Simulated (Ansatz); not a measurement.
Basis-set extrapolation for CH₃BO₂, SMILES `B1OCO1` (PBE0-D4/def2-TZVP geometry, frozen core, the Gaussian-basis code of Ansatz). Multiplicity 1, RHF reference.

```json
{"": "HF", "def2-TZVPP": "-214.167121", "def2-QZVPP": "-214.177290"}
{"": "MP2 correlation", "def2-TZVPP": "-0.724516", "def2-QZVPP": "-0.779112"}
{"": "CCSD(T) correlation", "def2-TZVPP": "-0.770020", "def2-QZVPP": "not run"}
```

Energies in hartree. Use E(X) = E(∞) + A·exp(−7.88·√X) for Hartree–Fock and E(X) = E(∞) + B·X^(−2.97) for correlation, with X = 3 and 4, and add CCSD(T) minus MP2 of the smaller set to the MP2 limit.

**Question.** What is the CCSD(T) energy at the basis-set limit?

**Answer.** HF limit: -214.177290 + (-0.010169) × 0.13774 = -214.17869. MP2 limit: -0.779112 + (-0.054596) × 0.74074 = -0.81955. Higher-order term: -0.770020 − (-0.724516) = -0.04550. Total: -215.04374 hartree, 279.9 kJ/mol below CCSD(T)/def2-TZVPP.
